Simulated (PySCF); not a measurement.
# Sc (scandium, neutral) across methods

[Ar] 3d1 4s1 4p1, one real determinant (an excited configuration). All numbers are calculated (PySCF 2.14, no relativity, point nucleus, in dyall-av2z). The B2PLYP total includes its PT2 part (frozen core); its orbital energies are those of the SCF part.

| method | E (hartree) | mean ε 3d α (eV) | mean ε 4s α (eV) | mean ε 4p α (eV) | Σ⟨r²⟩ (bohr²) | ⟨S²⟩ |
| --- | --- | --- | --- | --- | --- | --- |
| PBE0 | -760.367 | -6.483 | -5.885 | -3.048 | 57.20 | 3.750 |
| TPSSh | -760.566 | -5.696 | -5.385 | -2.667 | 57.04 | 3.750 |
| r2SCAN | -760.513 | -5.352 | -5.335 | -2.524 | 57.11 | 3.751 |
| UHF | -759.69716 | -10.501 | -7.774 | -4.626 | 59.03 | 3.751 |
| wB97X | -760.541 | -8.689 | -7.656 | -4.612 | 57.36 | 3.750 |
| B2PLYP | -760.324 | -7.929 | -6.488 | -3.460 | 58.03 | 3.751 |
| LDA | -758.606 | -5.016 | -5.306 | -2.449 | 57.23 | 3.750 |
| PBE | -760.324 | -5.035 | -5.155 | -2.457 | 57.33 | 3.750 |

Q: Estimate the same row for PW91.

A: E (hartree) = -760.565; mean ε 3d α (eV) = -5.097; mean ε 4s α (eV) = -5.193; mean ε 4p α (eV) = -2.468; Σ⟨r²⟩ (bohr²) = 57.14; ⟨S²⟩ = 3.750.

⟨L²⟩ = 8.08 against 12 for a pure F term, so this real determinant mixes terms.
